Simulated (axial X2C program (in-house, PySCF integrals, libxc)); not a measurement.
Outer orbitals of SnHf at 2.769 Å, r2SCAN0

Computed with an in-house all-electron X2C program for linear molecules (integrals from PySCF). Spin-free means the one-electron spin-free X2C Hamiltonian; two-component (2c) means X2C with spin–orbit coupling and atomic mean-field two-electron Coulomb and Gaunt terms, so the difference of the two also holds small scalar two-electron terms. Basis: Hf dyall-v2z [11s12p8d6f], Sn dyall-v2z [9s9p7d] (cores contracted in-house); Gaussian nuclei, density fitting, unrestricted open shells. Masses: Hf 179.947 u, Sn 119.902 u.

The distance is close to the 2c PBE0 minimum; the highest filled and lowest empty levels are listed.

Spin-free orbitals, state M_S = 2, Λ = 2 (beyond evenly filled blocks: σα, π+α, π-α, δ+α) (Löwdin shares):

```csv
symmetry,occupied,ε (eV),atomic character
σα,yes,-21.05,100% Hf f
π+α,yes,-21.04,100% Hf f
π-α,yes,-21.03,100% Hf f
δ+α,yes,-21.03,100% Hf f
φ+α,yes,-21.03,100% Hf f
δ-α,yes,-20.99,100% Hf f
φ-α,yes,-20.93,100% Hf f
δ-β,yes,-20.90,100% Hf f
δ+β,yes,-20.90,100% Hf f
π-β,yes,-20.87,100% Hf f
π+β,yes,-20.87,100% Hf f
σβ,yes,-20.85,100% Hf f
φ-β,yes,-20.82,100% Hf f
φ+β,yes,-20.82,100% Hf f
σα,yes,-12.76,"68% Sn s, 11% Hf p, 11% Hf s"
σβ,yes,-10.70,"70% Sn s, 11% Hf s, 9% Hf p"
σα,yes,-6.76,"48% Hf s, 42% Sn p, 6% Sn s"
π+α,yes,-5.55,"59% Sn p, 28% Hf d, 10% Hf p"
π-α,yes,-5.51,"60% Sn p, 27% Hf d, 10% Hf p"
σβ,yes,-5.49,"50% Hf s, 30% Sn p, 10% Hf p"
σα,yes,-5.46,"56% Hf d, 21% Sn p, 16% Hf s"
δ+α,yes,-4.81,100% Hf d
δ-α,no,-2.28,100% Hf d
σβ,no,-2.20,"40% Sn p, 24% Hf p, 21% Hf s"
π-β,no,-2.19,"55% Sn p, 37% Hf d, 6% Hf p"
π+β,no,-2.19,"55% Sn p, 37% Hf d, 6% Hf p"
```

The lowest two-component determinant found has another configuration (Ω = 1 (⟨Sz⟩ = 1.03, ⟨Lz⟩ = -0.03 at r2SCAN0)), so the levels differ by more than spin–orbit coupling. Its spinors:

```csv
ω,occupied,ε (eV),atomic character,λ mixture
-3/2,yes,-22.82,100% Hf f,"77% δ, 23% π"
3/2,yes,-22.76,100% Hf f,"75% δ, 25% π"
-1/2,yes,-22.63,100% Hf f,"59% π, 41% σ"
1/2,yes,-22.60,100% Hf f,"60% π, 40% σ"
-7/2,yes,-21.43,100% Hf f,100% φ
7/2,yes,-21.41,100% Hf f,100% φ
5/2,yes,-21.24,100% Hf f,"88% δ, 12% φ"
-5/2,yes,-21.17,100% Hf f,"89% δ, 11% φ"
-3/2,yes,-21.03,100% Hf f,"77% π, 23% δ"
3/2,yes,-21.02,100% Hf f,"75% π, 25% δ"
-1/2,yes,-20.94,100% Hf f,"59% σ, 41% π"
1/2,yes,-20.92,100% Hf f,"60% σ, 40% π"
1/2,yes,-12.51,"68% Sn s, 12% Hf p, 11% Hf s",100% σ
-1/2,yes,-10.72,"69% Sn s, 11% Hf s, 10% Hf d",100% σ
1/2,yes,-6.60,"49% Hf s, 41% Sn p, 6% Sn s",100% σ
-1/2,yes,-6.05,"61% Hf s, 24% Sn p, 8% Hf p","93% σ, 7% π"
-1/2,yes,-5.66,"50% Sn p, 33% Hf d, 9% Hf p","91% π, 9% σ"
3/2,yes,-5.41,"52% Sn p, 36% Hf d, 9% Hf p",100% π
-1/2,yes,-4.96,"71% Hf d, 19% Sn p, 4% Hf s","94% σ, 6% π"
1/2,yes,-4.81,"44% Hf d, 25% Sn p, 20% Hf s","99% σ, 1% π"
-3/2,no,-2.52,"94% Hf d, 5% Sn p","86% δ, 14% π"
1/2,no,-2.50,"49% Sn p, 40% Hf d, 9% Hf p","99% π, 1% σ"
3/2,no,-2.35,"94% Hf d, 3% Sn p, 2% Hf p","90% δ, 10% π"
-3/2,no,-2.23,"48% Hf d, 43% Sn p, 8% Hf p","87% π, 13% δ"
```

Problem. How does the gap between the highest filled and lowest empty level change from the spin-free to the 2c table?

Solution. From 2.53 to 2.29 eV at r2SCAN0, a change of -0.24 eV.

Mulliken charges and populations of the two-component result (they depend on the basis, above all on diffuse functions):

Hf -0.11 e (s 11.78 p 24.35 d 21.95 f 14.03), Sn 0.11 e (s 9.84 p 20.02 d 20.03). ⟨Lz⟩ = -0.03 ħ and ⟨Sz⟩ = 1.03 ħ (0.30 and 0.73 on the two atoms), which add up to Ω.

Occupations by symmetry block were frozen at the best pattern of an incomplete PBE0 search. Density functionals use the spin component along the axis (collinear). PBE0 can misorder states that lie within some tenths of an eV, so this need not be the ground state of the molecule. The nearest other spin-free determinant of the search, M_S = 1, Λ = 0, lies 0.22 eV up at the distance of the search. Without a current term, density functionals place determinants with orbital angular momentum somewhat too high. With several unpaired electrons one determinant need not be a pure state. Open-shell Ω = 0 determinants with evenly filled partner blocks cannot be reached by this program, so the Ω shown need not be the lowest component. The determinant is spin-polarised beyond a pure state at some levels (its spin-free form has ⟨S²⟩ too high), which makes Re and μ there less reliable.
